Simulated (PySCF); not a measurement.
## Exercise with solution: entropy of an ideal gas

B(H)(vinyl)(NH2) (C2H6BN), SMILES C=CBN.

Coordinates come from a ωB97X-D3(BJ)/def2-SVP optimisation. The values are those of a single conformer.

ωB97X-D3(BJ)/def2-SVP (PySCF) gives the harmonic wavenumbers 137, 228, 402, 561, 585, 699, 817, 918, 947, 1000, 1038, 1067, 1148, 1302, 1390, 1452, 1613, 1720, 2597, 3142, 3168, 3234, 3631, 3737 cm⁻¹ and the rotational temperatures 0.9376, 0.2489, 0.2014 K. The molar mass is 54.89 g/mol, the symmetry number 1, the spin multiplicity 1.

Task: Work out the entropy at 298.15 K and 1 atm in the rigid-rotor, harmonic-oscillator model.

Result: 
Translation (Sackur–Tetrode at 1 atm): S = R[1.5 ln M + 2.5 ln T − 1.16487] = 158.7 J/(mol K).
Rotation: q = (√π/σ) T^1.5/√(θA θB θC) = 42100, S = R[ln q + 3/2] = 101.0 J/(mol K).
Vibration: with u = 1.4388 ν/T, each mode gives R[u/(e^u − 1) − ln(1 − e^−u)]:
| ν (cm⁻¹) | modes | u | S (J/(mol K)) |
|---|---|---|---|
| 137 | 1 | 0.66 | 11.90 |
| 228 | 1 | 1.10 | 7.93 |
| 402 | 1 | 1.94 | 4.00 |
| 561 | 1 | 2.71 | 2.18 |
| 585 | 1 | 2.82 | 1.99 |
| 699 | 1 | 3.37 | 1.29 |
| 817 | 1 | 3.94 | 0.81 |
| 918 | 1 | 4.43 | 0.54 |
| 947 | 1 | 4.57 | 0.48 |
| 1000 | 1 | 4.83 | 0.39 |
| 1038 | 1 | 5.01 | 0.34 |
| 1067 | 1 | 5.15 | 0.30 |
| 1148 | 1 | 5.54 | 0.21 |
| 1302 | 1 | 6.28 | 0.11 |
| 1390 | 1 | 6.71 | 0.08 |
| 1452 | 1 | 7.01 | 0.06 |
| 1613 | 1 | 7.78 | 0.03 |
| 1720 | 1 | 8.30 | 0.02 |
The stiffer modes add less than 0.005 each. Sum 32.7 J/(mol K).
Spin: R ln 1 = 0.0 J/(mol K).
Total 292.4 J/(mol K); the program's own thermochemistry gives 292.4. Translation makes up 54 % and vibration 11 %. Anharmonicity, hindered rotation and orbital degeneracy are left out.
